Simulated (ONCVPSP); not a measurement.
**u(r) = r·R(r): atom against pseudo-atom (Hg)**

Columns: radius, all-electron u(r) and pseudo u(r) of the 5p shell (level -67.14 eV) of mercury in the configuration [Kr] 4d10 4f14 5s2 5p6 5d10 6s1.75 6p0.25; PBE, scalar-relativistic, ONCV scheme, ONCVPSP 4.0.1.

| r (bohr) | all-electron | pseudo |
| --- | --- | --- |
| 0.113 | 0.3831 | 0.0450 |
| 0.225 | -0.1512 | 0.1700 |
| 0.338 | -0.6264 | 0.3545 |
| 0.450 | -0.2873 | 0.5632 |
| 0.563 | 0.3045 | 0.7655 |
| 0.675 | 0.7801 | 0.9284 |
| 0.788 | 1.0564 | 1.0351 |
| 0.900 | 1.1541 | 1.0760 |
| 1.013 | 1.1312 | 1.0560 |
| 1.125 | 1.0392 | 0.9877 |
| 1.238 | 0.9144 | 0.8863 |
| 1.350 | 0.7826 | 0.7703 |
| 1.463 | 0.6554 | 0.6513 |
| 1.575 | 0.5417 | 0.5408 |
| 1.688 | 0.4421 | 0.4420 |
| 1.800 | 0.3585 | 0.3584 |
| 1.913 | 0.2883 | 0.2882 |
| 2.025 | 0.2311 | 0.2311 |
| 2.138 | 0.1842 | 0.1841 |
| 2.250 | 0.1466 | 0.1466 |
| 2.363 | 0.1161 | 0.1161 |
| 2.475 | 0.0920 | 0.0920 |
| 2.588 | 0.0726 | 0.0726 |
| 2.700 | 0.0573 | 0.0573 |
| 2.813 | 0.0451 | 0.0451 |
| 2.925 | 0.0355 | 0.0355 |

Problem. How many radial nodes do the two functions have?

Solution. The all-electron 5p function has n − l − 1 = 3 (the table is too coarse to show those close to the nucleus); the pseudo-wave has 0, since the states of the same l below it are removed with the core.

Problem. At about which radius was the pseudo-wave matched?

Solution. 1.80 bohr, where the columns begin to agree (steps of 0.11 bohr).

Problem. Is the pseudo-wave norm-conserving?

Solution. Yes: the ONCV scheme keeps the norm inside the radius equal to the all-electron one, which fixes the energy derivative of the logarithmic derivative at the level.
